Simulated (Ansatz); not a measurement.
Basis-set series for C₃H₄F₄ (`CC(F)C(F)(F)F`). Charge 0, multiplicity 1. All single points use the PBE0-D4/def2-TZVP geometry.

| functional | basis | functions | energy (Eh) | HOMO (eV) | LUMO (eV) |
| --- | --- | --- | --- | --- | --- |
| PBE0-D4 | def2-SVP | 118 | -515.21158 | -9.94 | 1.87 |
| PBE0-D4 | def2-TZVPP | 273 | -515.82655 | -10.08 | 1.25 |
| ωB97M-V | def2-SVP | 118 | -515.56383 | -12.32 | 3.55 |
| ωB97M-V | def2-TZVPP | 273 | -516.19445 | -12.49 | 2.69 |

(1) Give the rows for def2-QZVPP. (Best estimate.)

Answers

(1) Ansatz gave: 
| functional | basis | functions | energy (Eh) | HOMO (eV) | LUMO (eV) |
| --- | --- | --- | --- | --- | --- |
| PBE0-D4 | def2-QZVPP | 519 | -515.85275 | -10.12 | 0.73 |
| ωB97M-V | def2-QZVPP | 519 | -516.21927 | -12.53 | 1.87 |

Positive LUMOs are unbound and depend on the basis.
